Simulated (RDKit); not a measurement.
Job for RDKit: UFF on C2H4 (SMILES C=C).

```python
from rdkit import Chem
from rdkit.Chem import AllChem, rdDetermineBonds

blocks = [
'''6

C     0.65587892    0.01106795   -0.00144994
C    -0.66698897    0.04372339    0.08925288
H     1.20531864   -0.92255132    0.01977273
H     1.24178992    0.91583373   -0.11153000
H    -1.21719402    0.97657139    0.05709584
H    -1.25371187   -0.86180458    0.18833972
''',
]
mol = None
for b in blocks:
    f = Chem.MolFromXYZBlock(b)
    rdDetermineBonds.DetermineBonds(f, charge=0)
    mol = f if mol is None else Chem.CombineMols(mol, f)
Chem.SanitizeMol(mol)
print(Chem.MolToSmiles(Chem.RemoveHs(mol)))
ff = AllChem.UFFGetMoleculeForceField(mol, vdwThresh=100.0, ignoreInterfragInteractions=False)
e = ff.CalcEnergy()
print(f'UFF energy {e:.6f} kcal/mol')
```

It printed:

```
C=C
UFF energy 0.503828 kcal/mol
```

The run finished.

Cost: very roughly 0.010 core-seconds.
